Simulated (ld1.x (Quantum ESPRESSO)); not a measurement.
Ru: excitation energies, all-electron against PAW

| Quantity | Value |
| --- | --- |
| Element | ruthenium |
| Generator | ld1.x (Quantum ESPRESSO) 7.5 |
| Type | PAW |
| Functional | PBE |
| Relativity | fully relativistic |
| Frozen core | [Ar] 3d10 4s2 |
| Valence charge | 14 |
| Reference configuration | 4p6 4d5 5s0 5p0 (charge +3) |
| Partial waves | 5s (bound, empty): rcut 1.40, rcutus 1.75 bohr; 5s channel at -0.85 Ry: rcut 1.40, rcutus 1.75 bohr; 4p (bound): rcut 1.55, rcutus 2.05 bohr; 5p (bound, empty): rcut 1.55, rcutus 2.05 bohr; 4d (bound): rcut 1.45, rcutus 1.55 bohr; 4d channel at -2.2 Ry: rcut 1.45, rcutus 1.55 bohr |
| Local potential | all-electron potential smoothed inside 1.80 bohr (lloc = -2) |
| Core correction | Bessel-smoothed model core inside 1.40 bohr |
| Augmentation charge | PSQ, inside the norm-conserving radii |

Open shells are filled in proportion to 2j + 1 (rel_dist='average').

Energies are relative to the spin-unpolarised reference configuration 4p6 4d5 5s0 5p0; without spin polarisation the order of configurations can differ from experiment. Not all tests gave a result: 3 of 7 tests not solved or not reliable. Left out of the table: 4p6 4d7 5s1 5p0 (solver errors, printed error -3.1 eV); 4p6 4d6 5s1 5p0 (solver errors, printed error -3.6 eV); 4p6 4d7.5 5s0.5 5p0 (solver errors, printed error -770 meV).

(1) Give the all-electron excitation energy and the error of the potential for: 4p6 4d7 5s0 5p0; 4p6 4d6 5s0 5p0; 4p6 4d7 5s0 5p1; 4p6 4d8 5s0 5p0.

Levels in the configuration 4p6 4d7 5s0 5p0:

```
   level  all-electron (eV)  pseudo (eV)
4p j=1/2            -56.142      -56.084
4p j=3/2            -52.773      -52.718
4d j=3/2            -12.743      -12.721
4d j=5/2            -12.411      -12.390
```

The ghost test of this file was not conclusive.

Results:

(1)

| valence configuration | charge | ΔE all-electron (eV) | error AE − PS (meV) |
| --- | --- | --- | --- |
| 4p6 4d7 5s0 5p0 | +1 | -48.805 | -40 |
| 4p6 4d6 5s0 5p0 | +2 | -30.620 | -15 |
| 4p6 4d7 5s0 5p1 | 0 | -52.641 | -39 |
| 4p6 4d8 5s0 5p0 | 0 | -56.433 | -54 |
